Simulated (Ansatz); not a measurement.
Species: SO₃, charge 0, singlet. SO3 (SMILES O=S(=O)=O).
B3LYP-D3(BJ)/def2-TZVP minimum from Ansatz (a first-principles code):
```xyz
4

O     -0.7068    -1.2388    -0.0328
S      0.0000     0.0000     0.0000
O     -0.7195     1.2319     0.0059
O      1.4264     0.0069     0.0269
```
Charge 0, spin multiplicity 1.

Property: atomisation energy (electronic, to ground-state atoms), in kJ/mol. UHF or UKS for unpaired electrons; spin-orbit terms are left out. CBS(X,Y): correlation extrapolated as X^-3, Hartree-Fock from the larger set (Q,5: extrapolated as (X+1)exp(-9√X)). A bracket is a step between two methods taken in the basis named. The functionals are non-relativistic, so their misses hold any scalar relativity. Double hybrids freeze cores in their MP2 part. '+ core + X2C': CCSD(T) terms for core correlation (cc-pwCVTZ, 1s frozen past Ne) and scalar relativity (cc-pVTZ-DK).

CCSD(T)/CBS(cc-pV(Q+d)Z,cc-pV(5+d)Z) + [CCSDT(Q) - CCSD(T)]/cc-pV(D+d)Z + core + X2C (Ansatz) gives 1451.1 kJ/mol.

Problem. How far off this value is PBE/def2-TZVPD (Ansatz), in which direction, and which of these levels come nearer: r2SCAN/def2-TZVPD, B3LYP/def2-TZVPD, PBE0/def2-TZVPD, B2PLYP/def2-TZVPD, CCSD(T)/CBS(cc-pV(Q+d)Z,cc-pV(5+d)Z) + core + X2C?

Solution. PBE gives 1559.8 kJ/mol, 108.7 kJ/mol above it. Differences of the others: r2SCAN/def2-TZVPD (Ansatz) 17.4; B3LYP/def2-TZVPD (Ansatz) -65.6; PBE0/def2-TZVPD (Ansatz) -36.9; B2PLYP/def2-TZVPD (Ansatz) -45.3; CCSD(T)/CBS(cc-pV(Q+d)Z,cc-pV(5+d)Z) + core + X2C (Ansatz) -7.8 kJ/mol. Nearer than PBE: r2SCAN/def2-TZVPD, B3LYP/def2-TZVPD, PBE0/def2-TZVPD, B2PLYP/def2-TZVPD, CCSD(T)/CBS(cc-pV(Q+d)Z,cc-pV(5+d)Z) + core + X2C.
